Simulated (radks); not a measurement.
The numbers below are computed, except where a source is named.
Ionisation of Si+, [Ne] 3s2 3p1, to Si2+, [Ne] 3s2, under several functionals. Non-relativistic Kohn-Sham, spin-polarised, spherical densities, point nucleus; open shells are filled with parallel spins first; a radial shooting solver on a logarithmic mesh with Libxc functionals.

functional,E(Si+) (hartree),Exc (hartree),IE (eV),-e(HOMO) (eV),<r> HOMO (bohr),IE error (eV)
exchange-only PBE,-288.46745,-19.90018,15.520,11.418,2.484,-0.826
AM05,-288.03266,-19.44845,16.214,12.054,2.434,-0.132
TASK exchange with Perdew-Wang LDA correlation,-288.95833,-20.41772,16.207,12.346,2.415,-0.139
SOGGA,-288.30090,-19.72799,16.166,12.025,2.442,-0.180
"LDA (Slater exchange, Perdew-Zunger correlation)",-287.91138,-19.32142,16.331,12.114,2.434,-0.015
RPBE,-289.05267,-20.50454,16.261,12.124,2.447,-0.084
exchange-only B88,-288.57426,-20.01327,15.535,11.429,2.472,-0.811
PBEsol,-288.39341,-19.82192,16.246,12.089,2.439,-0.100
BLYP,-289.09367,-20.54488,16.128,11.903,2.445,-0.218
r2SCAN,-289.03389,-20.49428,16.194,12.184,2.436,-0.152
XLYP,-289.20045,-20.65488,16.155,11.927,2.448,-0.191

NIST Atomic Spectra Database: 16.346 eV (measured). Closest: LDA (Slater exchange, Perdew-Zunger correlation). The Delta-SCF values span 0.81 eV, the total energies 1.29 hartree. The highest occupied level is 3p. Open shells are spherical and high-spin; term and fine-structure splittings are not resolved.
